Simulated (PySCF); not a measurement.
C2H7BO3.
SMILES with atom numbers: `[CH3:1][O:2][B:3]([OH:4])[O:5][CH3:6]` (hydrogens: H7, H8, H9 on C1; H10 on O4; H11, H12, H13 on C6)

Computed with PySCF at CAM-B3LYP/def2-SVPD, non-relativistic, on one gas-phase PBE0-D3(BJ)/def2-SVP geometry that isn't relaxed in the solvent. The solvent is an IEF-PCM continuum (Bondi radii, 1.10 Å for H, scaled by 1.2), and excitations are vertical TDDFT with non-equilibrium linear response and a frozen core. The model holds no explicit solvent molecules, cavitation or dispersion.

Gas-phase singlets (H = HOMO, L = LUMO):

| state | E (eV) | λ (nm) | f | leading configurations |
| --- | --- | --- | --- | --- |
| S1 | 7.529 | 165 | 0.001 | H→L 86% |
| S2 | 7.865 | 158 | 0.014 | H-1→L 82% |
| S3 | 8.519 | 146 | 0.003 | H-2→L 83% |
| S4 | 8.614 | 144 | 0.026 | H→L+1 58%, H-1→L+1 20%, H→L+2 10% |
| S5 | 8.693 | 143 | 0.004 | H-3→L 78% |

**Question.** What are the lowest 5 singlets in acetone (ε = 20.49)?

**Answer.** 
| state | E (eV) | λ (nm) | f | leading configurations | change by rank (eV) |
| --- | --- | --- | --- | --- | --- |
| S1 | 7.576 | 164 | 0.001 | H→L 88% | +0.047 |
| S2 | 7.930 | 156 | 0.017 | H-1→L 84% | +0.065 |
| S3 | 8.551 | 145 | 0.002 | H-2→L 84% | +0.032 |
| S4 | 8.738 | 142 | 0.007 | H-3→L 76% | +0.124 |
| S5 | 8.773 | 141 | 0.028 | H→L+1 64%, H-1→L+1 13% | +0.080 |

**Question.** The ground-state energy changes by -0.201 eV from gas to acetone. By how much does the total energy of gas-phase S1 change?

**Answer.** E(S1) = E(S0) + excitation energy, so it changes by -0.201 + 0.047 = -0.154 eV: it is lowered less than the ground state, which is what a blue shift means. This is the vertical state, with the slow part of the continuum still set for S0.

**Question.** How do the frontier levels move from gas to acetone?

**Answer.** 
| orbital | gas (eV) | solvent (eV) | change (eV) | Löwdin shares, gas | Löwdin shares, solvent |
| --- | --- | --- | --- | --- | --- |
| LUMO+2 | 1.82 | 1.96 | +0.14 | C1 27 %, H9 14 %, H7 13 %, H8 9 % | C1 24 %, O4 14 %, H9 13 %, O2 12 % |
| LUMO+1 | 1.77 | 1.90 | +0.13 | C6 21 %, O4 16 %, H11 10 %, H12 10 % | C6 24 %, O4 14 %, H13 12 %, H11 10 % |
| LUMO | 0.75 | 0.79 | +0.04 | B3 51 %, O4 13 %, H10 8 %, O5 7 % | B3 53 %, O4 11 %, O5 7 %, C1 6 % |
| HOMO | -9.73 | -9.76 | -0.03 | O5 39 %, O2 24 %, C6 9 %, C1 7 % | O5 37 %, O2 24 %, C6 9 %, C1 8 % |
| HOMO-1 | -10.18 | -10.21 | -0.03 | O4 28 %, O2 26 %, O5 12 %, C1 8 % | O4 26 %, O2 25 %, O5 12 %, C1 8 % |
| HOMO-2 | -10.66 | -10.68 | -0.02 | O2 24 %, O5 22 %, C6 12 %, C1 12 % | O2 23 %, O5 21 %, C6 13 %, C1 12 % |
| HOMO-3 | -10.87 | -10.92 | -0.05 | O5 31 %, O2 28 %, C1 10 %, C6 9 % | O5 29 %, O2 27 %, C1 11 %, C6 9 % |

The HOMO–LUMO gap goes from 10.47 to 10.55 eV. Rows go by rank; for LUMO+1 and LUMO+2 the atom shares or the degeneracy differ between the runs, so the row needn't follow one orbital.

On Arm Neoverse N1, one thread, shared host with 64 logical CPUs at a one-minute load of 55, this took 39 s wall and 0.90 GiB of memory at its peak. This is the whole response run at CAM-B3LYP/def2-SVPD in acetone, SCF included.

Conformer computed: `[CH3:1][O:2][B:3]([OH:4])[O:5][CH3:6]`: C1–O2–B3–O4 -1°, O2–B3–O5–C6 0°, H–O4–B3–O2 -179°.
